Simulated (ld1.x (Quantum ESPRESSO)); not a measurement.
Which change was made? (S, TM)

```
Element                 : sulfur (S)
Generator               : ld1.x (Quantum ESPRESSO) 7.5
Type                    : norm-conserving Troullier–Martins (Kleinman–Bylander form)
Functional              : PBE
Relativity              : fully relativistic
Frozen core             : [Ne]
Valence charge          : 6
Reference configuration : 3s2 3p4
Partial waves           : 3s (bound): rc 1.00 bohr; 3d channel at -0.15 Ry: rc 1.15 bohr; 3p (bound): rc 1.25 bohr
Local potential         : the p channel
Core correction         : none
```

Open shells are filled in proportion to 2j + 1 (rel_dist='average').

Cutoffs, loose and tight: the cutoffs (Ry, on a coarse ladder) from which the occupation-weighted sum of valence levels, in a spherical-Bessel basis at the reference potential, stays within 10 and 1 mRy of its value at 400 Ry. They do not see the model core or the augmentation charge, which bear on the density cutoff. Test errors are all-electron minus pseudo excitation energies from the reference, over the configurations 3s2 3p3; 3s2 3p2; 3s2 3p1; 3s2 3p4.3; 3s2 3p0; 3s1 3p5; 3s2 3p3.5; variants that change the core or the reference have their own tests.

The base gives: outcome: generated; cutoff, loose: 90 Ry; cutoff, tight: 230 Ry; bound ghosts: none; largest test error (meV): +330.

Problem. After one change the result is: outcome: failed: new_paw_hamiltonian: negative rho. Which change was it?
A. type PAW; waves now 3s (bound): rcut 0.85, rcutus 1.00 bohr; 3s channel at 1.9 Ry: rcut 0.85, rcutus 1.00 bohr; 3p (bound): rcut 1.10, rcutus 1.25 bohr; 3p channel at 1.55 Ry: rcut 1.10, rcutus 1.25 bohr; 3d channel at -0.15 Ry: rcut 1.00, rcutus 1.15 bohr; local potential all-electron potential smoothed inside 0.75 bohr (lloc = -1); core correction a·sin(br)/r model core, default radius (ld1.x builds one for every PAW set, though the input has nlcc=.false.); augmentation PSQ, radius 0.75 bohr
B. wave 3s (bound): rc 1.00 bohr becomes 3s (bound): rc 1.52 bohr
C. functional LDA (PZ)

Solution. A. The others give: functional LDA (PZ) → outcome: generated; cutoff, loose: 90 Ry; cutoff, tight: 230 Ry; bound ghosts: none; largest test error (meV): +442 | wave 3s (bound): rc 1.00 bohr becomes 3s (bound): rc 1.52 bohr → outcome: generated; cutoff, loose: 55 Ry; cutoff, tight: 110 Ry; bound ghosts: none; largest test error (meV): +165.
